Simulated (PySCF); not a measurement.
Molecule: sum formula H$_{9}$Si$_{4}$O, charge 0, multiplicity 2. It need not be the lowest isomer of its formula. SMILES: O[Si]([SiH2])([SiH3])[SiH3]
Coordinates optimised at B3LYP-D3(BJ)/def2-TZVP (Ansatz):
```
Si
O 1 1.6726
H 2 0.9615 1 117.64
Si 1 2.3356 2 114.54 3 55.98
H 4 1.4862 1 116.33 2 53.30
H 4 1.4871 5 109.32 1 133.84
Si 1 2.3422 2 106.02 3 174.61
H 7 1.4829 1 110.88 2 53.36
H 7 1.4830 8 109.03 1 122.54
H 7 1.4837 8 108.87 9 118.53
Si 1 2.3525 2 111.94 3 -64.70
H 11 1.4837 1 109.57 2 179.23
H 11 1.4838 12 108.89 1 -121.73
H 11 1.4856 12 108.53 13 -117.66
```
Charge 0, spin multiplicity 2.

Dispersion corrections to the total energy (kcal/mol) from the dftd3 and dftd4 libraries through PySCF: D3(BJ) without and D4 with the three-body term, each with the damping fitted for the functional named.

```
functional  D3(BJ)      D4
----------  ------  ------
LC-wPBE     -10.38  -10.84
PBE0           ___   -8.37
PW6B95         ___   -7.15
B2GP-PLYP    -9.74   -4.30
BLYP        -21.05     ___
revPBE      -21.13  -23.34
CAM-B3LYP    -9.22   -8.78
```

**Question.** Some entries are withheld; supply them.

**Answer.** 
- PBE0, D3(BJ): -8.85
- PW6B95, D3(BJ): -6.62
- BLYP, D4: -19.98
